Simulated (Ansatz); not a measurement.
`C=[CH][GaH][F]` + HCl → `[F][GaH][Cl]` + ethylene at 600 K and 1 bar (ligand exchange at a Ga–C bond).

Calculated with Ansatz (gas phase, PBE0-D4/def2-TZVP geometries, no zero-point term in ΔE). CBS: MP2 limit from def2 TZ/QZ plus the TZ coupled-cluster correction, frozen cores. This one scheme is used for every species. For Ga outer-core shells are correlated without core-valence functions, which leaves a few kJ/mol of doubt a bond. Scalar relativity is left out up to krypton. One conformer a species, not always the lowest.

```json
{"species": "`C=[CH][GaH][F]`", "CCSD(T)/CBS energy (Eh)": "-2102.25716", "H − E (kJ/mol)": "182.6", "S (J/(mol·K))": "395.6"}
{"species": "HCl", "CCSD(T)/CBS energy (Eh)": "-460.38127", "H − E (kJ/mol)": "35.4", "S (J/(mol·K))": "207.2"}
{"species": "`[F][GaH][Cl]`", "CCSD(T)/CBS energy (Eh)": "-2484.20089", "H − E (kJ/mol)": "60.4", "S (J/(mol·K))": "341.3"}
{"species": "`C=C`", "CCSD(T)/CBS energy (Eh)": "-78.48111", "H − E (kJ/mol)": "161.6", "S (J/(mol·K))": "257.2"}
```

H − E and S are ideal-gas, rigid-rotor, harmonic terms from PBE0-D4/def2-TZVP, for one conformer and one mirror image of each species. 1 Eh = 2625.50 kJ/mol, R = 8.31446 J/(mol·K).

Problem. By hand: ΔE, ΔH, ΔS and ΔG.

Solution. ΔE = (-2484.20089) + (-78.48111) − (-2102.25716) − (-460.38127) = -0.04357 Eh = -114.4 kJ/mol. Δ(H − E) = 60.4 + 161.6 − 182.6 − 35.4 = 4.0, so ΔH = -110.4 kJ/mol. ΔS = 341.3 + 257.2 − 395.6 − 207.2 = -4.3 J/(mol·K). ΔG = -110.4 − 600 × (-4.3)/1000 = -107.8 kJ/mol.

Problem. By hand: the equilibrium constant, and the temperature at which ΔG would vanish if ΔH and ΔS stayed fixed.

Solution. log₁₀ K = −ΔG/(RT ln 10) = 9.4. ΔG = 0 at ΔH/ΔS = 25674 K, far beyond where these terms or the molecules hold.

The number of gas molecules stays the same, so ΔS is small and ΔH decides. A doubt of 5 kJ/mol in ΔE shifts log₁₀ K by 0.4 here. Other conformers and mirror images would add mixing entropy, several J/(mol·K) or more a flexible species. These are equilibria of isolated gas molecules and say nothing of rates. Largest T1 diagnostic: 0.014 (customary marks: 0.02 for closed shells, 0.045 for open ones).
